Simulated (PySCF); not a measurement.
# CaGa: from constants to spectrum

ROHF-CCSD(T) constants of CaGa, ²Π (doublet), unpaired electrons π ↑ (Ca pcseg-1, Ga pcseg-1; no relativity (PySCF 2.14); masses 39.9626 and 68.9256 u):

```
ωe            : 128.2 cm⁻¹
ωexe          : 1.14 cm⁻¹
Be            : 0.063341 cm⁻¹
αe            : 0.000558 cm⁻¹
De to Ca + Ga : 0.386 eV
```

Problem. What force constant and bond length do these constants imply?

Solution. Reduced mass μred = 25.296 u; k = 5.8918×10⁻⁷·μred·ωe² (u, cm⁻¹, mdyn/Å) = 0.245 mdyn/Å; Re = √(16.8576/(μred·Be)) (u, cm⁻¹, Å) = 3.244 Å.

Problem. Estimate the centrifugal constant D from the Kratzer relation and find the Dunham coefficient a1.

Solution. D = 4Be³/ωe² = 6.18e-08 cm⁻¹; a1 = −1 − αeωe/(6Be²) = -3.97.

Correlated steps freeze 14 core orbitals. The bond is weak. Basis-set superposition, not corrected here, can be much of De in a small basis, most of all at correlated wavefunction levels. Spin–orbit coupling is left out. The state was picked by a PBE0 search and need not be the measured ground state.
